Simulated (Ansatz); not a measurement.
CH5BClFOSi can be A, `OCB(F)[SiH2]Cl`, or B, `OB([SiH3])C(F)Cl`.

Isolated molecules relaxed with PBE0-D4/def2-TZVP in Ansatz; ΔE leaves out vibrations. CCSD(T)/CBS adds triple-zeta CCSD(T) − MP2 to the extrapolated MP2 energy (def2 sets, frozen cores). Functionals use def2-TZVPP. B3LYP here is the variant with VWN-RPA as its local correlation; programs differ in this. Each species was taken in one conformer, which may not be the lowest.

A:

```xyz
11

O    -0.823    1.152   -1.243
C    -1.418    0.196   -0.387
B    -0.428   -0.741    0.382
F    -0.934   -1.741    1.093
Si    1.595   -0.447    0.358
Cl    1.863    1.576    0.775
H    -0.224    1.700   -0.726
H    -2.117    0.658    0.333
H    -2.056   -0.438   -1.018
H     2.208   -0.714   -0.968
H     2.335   -1.200    1.400
```

B:

```xyz
11

O    -1.4108   -0.4461   -1.1450
B    -0.3549   -0.1734   -0.3526
Si    0.1204    1.7544    0.0671
C     0.5081   -1.3686    0.2541
F     1.7662   -0.9953    0.6189
Cl   -0.4156   -1.8417    1.7175
H    -1.5833   -1.3819   -1.2977
H     1.3150    2.1406   -0.7354
H     0.4600    1.9150    1.5058
H    -0.9971    2.6721   -0.2789
H     0.5920   -2.2752   -0.3536
```

Task: Which isomer does CCSD(T)/CBS put lower? Give the gap. (Best estimate.)

Result: Ansatz gave: A, by 148.0 kJ/mol.

Task: Give E(B) − E(A) in kJ/mol with r2SCAN-D4, CCSD/def2-TZVPP, HF/def2-TZVPP, B3LYP-D4, B3LYP, CCSD(T)/def2-TZVPP, PBE0-D4. (An estimate is asked.)

Result: Computed: r2SCAN-D4 142.1, CCSD/def2-TZVPP 147.6, HF/def2-TZVPP 158.8, B3LYP-D4 142.6, B3LYP 142.8, CCSD(T)/def2-TZVPP 143.5, PBE0-D4 144.3. None reverses the order clearly.

Largest T1 diagnostic: 0.013.

In def2-TZVPP, CCSD(T) changes the Hartree–Fock value by −15.2 kJ/mol (the triples alone add −4.1 kJ/mol) and MP2 by −8.4 kJ/mol. From PBE to PBE0 (25 % exact exchange), in def2-TZVPP and without D4, E(B) − E(A) moves by +9.5 kJ/mol.
